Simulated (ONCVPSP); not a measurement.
# Pseudopotential generation for nitrogen (N): ONCV, BLYP, scalar-relativistic.

ONCVPSP 4.0.1 was run on this input:

```
# ATOM AND REFERENCE CONFIGURATION
# atsym  z   nc   nv     iexc    psfile
  N 7.00    1    2  -106131      upf
#
#   n    l    f
    1    0    2.00
    2    0    2.00
    2    1    3.00
#
# PSEUDOPOTENTIAL AND OPTIMIZATION
# lmax
    2
#
#   l,   rc,      ep,       ncon, nbas, qcut
    0    0.85    0.00    4    9   10.00
    1    1.35    0.00    4    8   13.00
    2    0.85    0.20    4    8   11.10
#
# LOCAL POTENTIAL
# lloc, lpopt,  rc(5),   dvloc0
    2    5    0.85    0.00
#
# VANDERBILT-KLEINMAN-BYLANDER PROJECTORs
# l, nproj, debl
    0    2    0.90
    1    2    0.40
    2    0    2.30
#
# MODEL CORE CHARGE
# icmod, fcfact, rcfact
    0    0.00    0.00
#
# LOG DERIVATIVE ANALYSIS
# epsh1, epsh2, depsh
   -2.00    5.00    0.02
#
# OUTPUT GRID
# rlmax, drl
    6.00    0.01
#
# TEST CONFIGURATIONS
# ncnf
    4
# nvcnf
#   n    l    f
    2
    2    0    2.00
    2    1    2.00
#
    2
    2    0    2.00
    2    1    1.00
#
    2
    2    0    2.00
    2    1    0.00
#
    2
    2    0    2.00
    2    1    2.50
#
```

Command:

```bash
oncvpsp.x < N.dat > N.out
```

Resulting log (shortened: citation, most of the input echo, consistency checks and plot data are left out):

```
ONCVPSP  (Optimized Norm-Conservinng Vanderbilt PSeudopotential)
scalar-relativistic version 4.0.1

#   n    l    f        energy (Ha)
    1    0    2.00    -1.4162118E+01
    2    0    2.00    -6.7791755E-01
    2    1    3.00    -2.5958138E-01

Reference configufation results
  iterations    22
  all-electron total energy (Ha)   -5.45183085D+01

Begin loop to  construct optimized pseudo wave functions
and semi-local pseudopoentials for all angular momenta

   Wellstate for l =  0  n =  3
     eigenvalue =   0.2221
     asymptotic potential =   0.7221
     half-point radius =  5.4175

Calculating optimized projector #   1

 for l=   0

    Fraction of norm inside rc  0.216707
    Optimizing pswf for qcut=  10.01 a_B^-1,  ecut=  50.15 Ha
    Residual kinetic energy error=  5.35D-06 Ha

    Energy error per electron        Cutoff
         Ha          eV             Ha
         0.01000     0.27211       21.99
         0.00100     0.02721       32.42
         0.00010     0.00272       41.23
         0.00001     0.00027       48.06

Calculating optimized projector #   2

 for l=   0

    Fraction of norm inside rc  0.037831
    Optimizing pswf for qcut=  10.01 a_B^-1,  ecut=  50.15 Ha
    Residual kinetic energy error=  1.70D-05 Ha

    Energy error per electron        Cutoff
         Ha          eV             Ha
         0.01000     0.27211       12.68
         0.00100     0.02721       24.96
         0.00010     0.00272       34.18
         0.00001     0.00027       95.57

   Wellstate for l =  1  n =  3
     eigenvalue =   0.1404
     asymptotic potential =   0.6404
     half-point radius =  9.3266

Calculating optimized projector #   1

 for l=   1

    Fraction of norm inside rc  0.527122
    Optimizing pswf for qcut=  13.01 a_B^-1,  ecut=  84.60 Ha
    Residual kinetic energy error=  1.08D-09 Ha

    Energy error per electron        Cutoff
         Ha          eV             Ha
         0.01000     0.27211       28.05
         0.00100     0.02721       40.04
         0.00010     0.00272       50.30
         0.00001     0.00027       59.04

Calculating optimized projector #   2

 for l=   1

    Fraction of norm inside rc  0.063462
    Optimizing pswf for qcut=  13.01 a_B^-1,  ecut=  84.60 Ha
    Residual kinetic energy error=  7.84D-11 Ha

    Energy error per electron        Cutoff
         Ha          eV             Ha
         0.01000     0.27211       17.88
         0.00100     0.02721       31.24
         0.00010     0.00272       43.05
         0.00001     0.00027       53.24

   Wellstate for l =  2  n =  3
     eigenvalue =   0.2000
     asymptotic potential =   0.7000
     half-point radius = 10.4783

Calculating optimized projector #   1

 for l=   2

    Fraction of norm inside rc  0.000146
    Optimizing pswf for qcut=  11.09 a_B^-1,  ecut=  61.55 Ha
    Residual kinetic energy error=  3.12D-08 Ha

    Energy error per electron        Cutoff
         Ha          eV             Ha
         0.01000     0.27211        0.77
         0.00100     0.02721        2.53
         0.00010     0.00272        8.26
         0.00001     0.00027       19.11

Construct Vanderbilt / Kleinmman-Bylander projectors

B matrix Hermiticity error, ll=   0
   1   2    2.6649E-05

  Orthonormal projector coefficients  1.4389E+01  5.2562E+00

B matrix Hermiticity error, ll=   1
   1   2    9.0908E-06

  Orthonormal projector coefficients -2.7012E+00 -7.8016E-01

Pseudoatom total energy   -9.640841

Diagnostic tests using Vanderbilt-Kleinman-Bylander pseudopotentials
  1 or more projectors used as specified by nproj input data

   l    rcore       rmatch      e in        delta e   norm test  slope test

   0   0.8532584   0.8791652  -0.6779175  -0.0000070   1.0000364   1.0000062
   0   0.8532584   0.8791652   0.2220824   0.0000211   1.0001600   1.0001600

   1   1.3524621   1.3935258  -0.2595814  -0.0000035   1.0000280   1.0000380
   1   1.3524621   1.3935258   0.1404186  -0.0000020   1.0000690   1.0000690

   2   0.8532584   0.8791652   0.2000000   0.0000393   1.0000014   1.0000014

 Testing for bound ghosts
   n   l    E NL Schr. Eq   E Basis Diag.   E Cutoff

   1   0       -0.677925       -0.574318    475.85

   2   1       -0.259585       -0.244766    164.90

 Testing for highly-localized positive-energy ghosts
       l    <radius>/rc     E Basis Diag.   E Cutoff

Test configuration 0

   n   l     f        eae           eps        diff
   1   0  2.0000  -14.16211772
   2   0  2.0000   -0.67791755   -0.67792457   -7.03D-06
   2   1  3.0000   -0.25958138   -0.25958492   -3.55D-06

    Total energies and differences
      AE_ref= -5.45183085D+01  AE_tst= -5.45183085D+01  dif=  0.00D+00
      PS_ref= -9.64084053D+00  PS_tst= -9.64084053D+00  dif=  7.11D-15
      PSP excitation error= -7.11D-15

Test configuration 1

   n   l     f        eae           eps        diff
   1   0  2.0000  -14.78650773
   2   0  2.0000   -1.18811479   -1.18815592   -4.11D-05
   2   1  2.0000   -0.76016936   -0.75945200    7.17D-04

    Total energies and differences
      AE_ref= -5.45183085D+01  AE_tst= -5.40194685D+01  dif=  4.99D-01
      PS_ref= -9.64084053D+00  PS_tst= -9.14220996D+00  dif=  4.99D-01
      PSP excitation error=  2.09D-04

Test configuration 2

   n   l     f        eae           eps        diff
   1   0  2.0000  -15.60356332
   2   0  2.0000   -1.80283039   -1.80143625    1.39D-03
   2   1  1.0000   -1.38022640   -1.37529826    4.93D-03

    Total energies and differences
      AE_ref= -5.45183085D+01  AE_tst= -5.29583940D+01  dif=  1.56D+00
      PS_ref= -9.64084053D+00  PS_tst= -8.08341961D+00  dif=  1.56D+00
      PSP excitation error=  2.49D-03

Test configuration 3

   n   l     f        eae           eps        diff
   1   0  2.0000  -16.59646636
   2   0  2.0000   -2.50158463   -2.49250177    9.08D-03

    Total energies and differences
      AE_ref= -5.45183085D+01  AE_tst= -5.12253273D+01  dif=  3.29D+00
      PS_ref= -9.64084053D+00  PS_tst= -6.36206584D+00  dif=  3.28D+00
      PSP excitation error=  1.42D-02

Test configuration 4

   n   l     f        eae           eps        diff
   1   0  2.0000  -14.44865785
   2   0  2.0000   -0.91812143   -0.91820932   -8.79D-05
   2   1  2.5000   -0.49337160   -0.49320776    1.64D-04

    Total energies and differences
      AE_ref= -5.45183085D+01  AE_tst= -5.43315523D+01  dif=  1.87D-01
      PS_ref= -9.64084053D+00  PS_tst= -9.45410642D+00  dif=  1.87D-01
      PSP excitation error=  2.22D-05
```

The run took about 3.5 s on one core of a shared server CPU.
